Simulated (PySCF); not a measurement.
SMILES C#CC=C=C(C#C)B(C)C, C9H9B

Molfile (atoms numbered from 1):
```
C9H9B
     RDKit          3D

 19 18  0  0  0  0  0  0  0  0999 V2000
    4.0617   -1.6146   -0.1460 C   0  0  0  0  0  0  0  0  0  0  0  0
    3.0681   -1.1827    0.3993 C   0  0  0  0  0  0  0  0  0  0  0  0
    1.9073   -0.6977    1.0667 C   0  0  0  0  0  0  0  0  0  0  0  0
    1.0497    0.1484    0.5384 C   0  0  0  0  0  0  0  0  0  0  0  0
    0.1468    0.9482   -0.0040 C   0  0  0  0  0  0  0  0  0  0  0  0
    0.2523    2.3690    0.1331 C   0  0  0  0  0  0  0  0  0  0  0  0
    0.2926    3.5784    0.2214 C   0  0  0  0  0  0  0  0  0  0  0  0
   -1.0487    0.2955   -0.8233 B   0  0  0  0  0  0  0  0  0  0  0  0
   -2.1117    1.2608   -1.4483 C   0  0  0  0  0  0  0  0  0  0  0  0
   -1.1435   -1.2580   -0.9947 C   0  0  0  0  0  0  0  0  0  0  0  0
    4.9409   -1.9920   -0.6345 H   0  0  0  0  0  0  0  0  0  0  0  0
    1.7209   -1.0525    2.0908 H   0  0  0  0  0  0  0  0  0  0  0  0
    0.3400    4.6481    0.3069 H   0  0  0  0  0  0  0  0  0  0  0  0
   -2.7136    1.6659   -0.6119 H   0  0  0  0  0  0  0  0  0  0  0  0
   -1.6488    2.1445   -1.9162 H   0  0  0  0  0  0  0  0  0  0  0  0
   -2.8012    0.7789   -2.1557 H   0  0  0  0  0  0  0  0  0  0  0  0
   -0.8812   -1.4795   -2.0470 H   0  0  0  0  0  0  0  0  0  0  0  0
   -2.1824   -1.6073   -0.8770 H   0  0  0  0  0  0  0  0  0  0  0  0
   -0.4779   -1.8537   -0.3549 H   0  0  0  0  0  0  0  0  0  0  0  0
  1  2  3  0
  2  3  1  0
  3  4  2  0
  4  5  2  0
  5  6  1  0
  6  7  3  0
  5  8  1  0
  8  9  1  0
  8 10  1  0
  1 11  1  0
  3 12  1  0
  7 13  1  0
  9 14  1  0
  9 15  1  0
  9 16  1  0
 10 17  1  0
 10 18  1  0
 10 19  1  0
M  END
```

Computed with PySCF, TDDFT CAM-B3LYP/aug-cc-pVDZ circular dichroism and optical rotation, one conformer, gas phase. Geometry: PBE0-D3(BJ)/def2-SVP.

No stereocentre is labelled: unless the shape is locked (an allene, a helicene, a hindered biaryl), the mirror image is equally populated and a measured rotation or CD is zero.

Task: Draw the ECD and absorption spectra from the lowest 12 states, each a Gaussian of half-width 0.25 eV at 1/e height.

Result: 
```tsv
E (eV)	λ (nm)	Δε (L mol⁻¹ cm⁻¹)	ε (L mol⁻¹ cm⁻¹)
3.82	325	+0.01	0.0593
3.92	317	+0.05	0.25
4.02	309	+0.16	0.767
4.12	301	+0.35	1.71
4.22	294	+0.56	2.77
4.32	287	+0.66	3.42
4.42	281	+0.56	5.18
4.52	275	+0.33	25.2
4.62	269	+0.05	166
4.72	263	-0.45	847
4.82	257	-1.75	3160
4.92	252	-4.47	8550
5.02	247	-8.02	16900
5.12	242	-9.79	24300
5.22	238	-7.20	26000
5.32	233	-0.83	22000
5.42	229	+6.02	17900
5.52	225	+10.19	17600
5.62	221	+9.95	19000
5.72	217	+5.53	17300
5.82	213	-0.79	12100
5.92	210	-6.04	6610
6.02	206	-6.95	3880
6.12	203	+0.06	4430
6.22	199	+14.86	6990
```
Δε uses R in velocity form, ε uses f in length form. Only the states computed contribute, so the short-wavelength end is incomplete.
